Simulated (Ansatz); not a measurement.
Species: C₂HClF₃ (charge -1, singlet). It need not be the lowest isomer of its formula. Whether it binds its extra electron was not tested at this geometry. 
Structure (B3LYP-D3(BJ)/def2-TZVP (Ansatz, a first-principles code) minimum search):
SMILES: [CH-](Cl)C(F)(F)F
```xyz
7

C     -0.7640    -0.6435    -0.3454
C      0.6314    -0.3060    -0.1576
F      1.1364     0.9447    -0.6270
F      1.4305    -1.2061    -0.8255
F      1.0613    -0.3010     1.1436
Cl    -1.8157     0.6679     0.4240
H     -0.9900    -0.5960    -1.4104
```
Charge -1, spin multiplicity 1.

Basis-set convergence of Hartree-Fock and CCSD correlation energies (hartree) with Ansatz. Correlated levels leave the core frozen unless marked. Spin-orbit coupling is left out. No relativistic terms.

| basis | functions | E(HF) | E(corr, CCSD) |
|---|---|---|---|
| aug-cc-pV(D+d)Z | 156 | -834.16884 | -1.07776 |
| aug-cc-pV(T+d)Z | 308 | ? | ? |

Task: Fill in the missing entries.

Result: 
- aug-cc-pV(T+d)Z, E(HF): -834.28032
- aug-cc-pV(T+d)Z, E(corr, CCSD): -1.32787
